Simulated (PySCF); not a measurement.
## How methods differ on the ionisation energy of Hf³⁶⁺

Hf³⁶⁺ [Kr] → Hf³⁷⁺ [Ar] 3d10 4s2 4p5 [4p1/2^2 4p3/2^3, M_J = 3/2], as a difference of total energies. Computed with PySCF 2.14 in an uncontracted even-tempered set (17 s from 3.9 bohr⁻², ratio 2.8; 14 p from 5.1 bohr⁻², ratio 2.8; 8 d from 9 bohr⁻², ratio 2.8; 4 f from 26 bohr⁻², ratio 3), with the two-component X2C-1e Hamiltonian. Correlated levels: [Ne] frozen; the 80 highest virtual spinors dropped. "Screened" scales the spin-orbit matrix elements by Boettger's factors to mimic the two-electron term; Breit and QED terms are absent.

| method | ionisation energy (eV) |
| --- | --- |
| GHF (spin-free) | 1688.2 |
| GMP2 (spin-free) | 1689.6 |
| GHF (screened spin-orbit) | 1663.7 |
| GMP2 (screened spin-orbit) | 1665.1 |

Breit and QED terms and the two-electron picture change are absent.

The spin-free rows lack the spin-orbit shift.

For comparison: 1669 ± 5 eV (theoretical estimate listed by NIST; NIST Atomic Spectra Database, ionization energies).
